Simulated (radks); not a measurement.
The numbers below are computed, except where a source is named.
How relativity changes the ionisation of the cadmium ion Cd+ ([Kr] 4d10 5s1) to Cd2+ ([Kr] 4d10). Spin-unpolarised spherical Kohn-Sham, PBE, point nucleus unless stated (finite: rms radius 4.6087 fm), a radial shooting solver on a logarithmic mesh with Libxc functionals. A level marked "c x" has the speed of light scaled by that factor.

| level | E(Cd+) (hartree) | E(Cd2+) (hartree) | IE (eV) | HOMO | <r> HOMO (bohr) |
|---|---|---|---|---|---|
| non-rel. | -5466.73070 | -5466.13290 | 16.267 | 5s | 2.760 |
| scalar-rel. | -5594.31308 | -5593.68372 | 17.126 | 5s | 2.650 |
| scalar-rel., finite nucleus | -5594.18681 | -5593.55746 | 17.125 | 5s | 2.650 |
| Dirac | -5595.69438 | -5595.06498 | 17.127 | 5s1/2 | 2.651 |
| Dirac, finite nucleus | -5595.56777 | -5594.93839 | 17.126 | 5s1/2 | 2.651 |
| Dirac, c x 1.25 | -5547.42018 | -5546.80286 | 16.798 | 5s1/2 | 2.691 |
| Dirac, c x 2 | -5497.51463 | -5496.90949 | 16.467 | 5s1/2 | 2.733 |
| Dirac, c x 10 | -5467.94483 | -5467.34675 | 16.275 | 5s1/2 | 2.759 |

NIST Atomic Spectra Database: 16.908 eV (measured). The relativistic part of the total energy of Cd+ is -128.8 hartree (Dirac, finite nucleus), 2.4 % of the non-relativistic value. Spin polarisation and multiplet splitting of open shells are left out at every level.

Beside tabulated values, note that relativity, absent from the non-relativistic runs, is large for the heavy elements, and spin-unpolarised runs miss the spin-polarisation part of the exchange energy of open shells.
